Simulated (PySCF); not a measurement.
SMILES FC([SiH](C)C(F)(F)F)(F)F (C₃H₄F₆Si), B3LYP/def2-SVP optimised geometry.

```
14

Si    -0.26    -0.63     0.00
C     -0.89    -1.50     1.53
C      1.68    -0.63     0.00
F      2.18    -0.02     1.09
F      2.20    -0.03    -1.08
F      2.14    -1.90     0.01
C     -0.85     1.22     0.00
F     -0.45     1.87     1.11
F     -0.39     1.90    -1.06
F     -2.20     1.27    -0.03
H     -0.70    -1.23    -1.28
H     -0.54    -2.54     1.55
H     -0.53    -0.99     2.43
H     -1.99    -1.50     1.55
```

Density from B3LYP/def2-TZVP (PySCF) at that geometry.

Minimum of the electron density along straight lines between bonded atoms, close to the bond critical point (lines longer than 1.1 times the sum of covalent radii, or with two minima, are not listed):

```
bond     length / Å  ρ at the minimum / e bohr⁻³  ∇²ρ there / e bohr⁻⁵  position (fraction from the first atom)
-------  ----------  ---------------------------  --------------------  ---------------------------------------
Si1–C2        1.867                        0.126                     ?                                     0.39
Si1–C3        1.936                        0.116                  0.14                                     0.38
C3–F4         1.349                        0.278                 -0.47                                     0.34
C3–F5         1.345                        0.280                 -0.47                                     0.34
C3–F6         1.354                        0.275                 -0.48                                     0.34
Si1–C7        1.936                        0.116                  0.14                                     0.38
C7–F8         1.349                        0.278                 -0.47                                     0.34
C7–F9         1.346                        0.280                 -0.47                                     0.34
C7–F10        1.354                        0.275                 -0.48                                     0.34
Si1–H11       1.483                        0.125                  0.14                                     0.49
C2–H12        1.101                        0.268                 -0.88                                     0.64
C2–H13        1.101                        0.269                 -0.89                                     0.64
C2–H14        1.101                        0.268                 -0.88                                     0.64
```

**Question.** Some entries are withheld; supply them.

**Answer.** 
- Si1–C2, ∇²ρ there / e bohr⁻⁵: 0.15
